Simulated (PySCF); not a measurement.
How methods differ on the excitation energy of P⁺

P⁺ [Ne] 3s2 3p2 (3P) → P⁺ [Ne] 3s1 3p2 4s1 (5P), as a difference of total energies. Calculation: PySCF 2.14, in dyall-acv3z (19s12p6d4f, 113 functions); scalar relativity by spin-free X2C-1e. Correlated levels: valence: [Ne] frozen; valence and next inner shell: 1s2 frozen; virtual orbitals above 40 to 60 times the deepest correlated orbital energy dropped. The calculations carry no spin-orbit coupling.

```json
{"method": "UHF", "excitation energy (eV)": "15.792"}
{"method": "LDA", "excitation energy (eV)": "17.486"}
{"method": "PBE", "excitation energy (eV)": "17.419"}
{"method": "PBE0", "excitation energy (eV)": "17.374"}
{"method": "r2SCAN", "excitation energy (eV)": "17.130"}
{"method": "MN15", "excitation energy (eV)": "17.419"}
{"method": "M06-2X", "excitation energy (eV)": "17.741"}
{"method": "MP2 (valence)", "excitation energy (eV)": "17.044"}
{"method": "MP2 (valence and next inner shell)", "excitation energy (eV)": "17.266"}
{"method": "SCS-MP2 (valence and next inner shell)", "excitation energy (eV)": "17.644"}
```

Estimate what SCS-MP2 (valence) gives.

17.475 eV, closest to LDA among the rows shown.

Estimate what BP86 gives.

17.459 eV, closest to LDA among the rows shown.

The promoted electron is Rydberg-like, and one or two diffuse shells describe it only roughly, which tends to raise the upper state.
